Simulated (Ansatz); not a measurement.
Total energies of CH$_{3}$FInO, SMILES `C[O][In][F]` radical.

```xyz
7

C     0.1084   -0.7308   -0.4957
O     0.1759    0.6038   -0.9487
In   -0.1056    2.0751    0.3930
F    -0.4557    1.3737    2.2043
H    -0.1098   -0.8265    0.5752
H    -0.6780   -1.2634   -1.0429
H     1.0648   -1.2319   -0.6853
```

Total charge 0; spin multiplicity 2. Correlated methods include outer-core shells of In, which these sets cover unevenly. In: def2 effective core potential. The geometry is a stationary point of PBE0-D4/def2-TZVP. It is one conformer, not always the lowest. Basis def2-TZVPP, Ansatz.

RPA on PBE orbitals: Hartree–Fock energy of these orbitals -403.15696 Eh, correlation -1.41741 Eh (frozen core).

```
             functional  energy without D4 (Eh)  D4 term (kJ/mol)
            LDA (SPW92)              -403.35189                 –
                    PBE              -404.99527             -11.6
                 revPBE              -405.20178             -34.3
                   BLYP              -405.14485             -25.5
                 r2SCAN              -405.18825              -2.7
                 B97M-V              -405.15772                 –
                   PBE0              -404.98933              -9.8
                  B3LYP              -405.28871             -18.9
                r2SCANh              -405.15962              -2.9
                r2SCAN0              -405.11855              -3.2
HSE06 (plane-wave form)              -404.97847              -9.2
                  BHLYP              -405.03425             -15.5
              CAM-B3LYP              -405.12654             -10.0
                LC-ωPBE              -405.11935                 –
                ωB97X-V              -405.11866                 –
                ωB97M-V              -405.09195                 –
                 B2PLYP              -404.86608                 –
               PBE-QIDH              -404.75350                 –
```

B3LYP takes the VWN-RPA correlation (the form of Gaussian; ORCA's B3LYP/G). HSE06 is the plane-wave form, built on full-range PBE exchange. The double hybrids freeze the cores in their second-order part.

LC-ωPBE has ω = 0.4 bohr⁻¹.
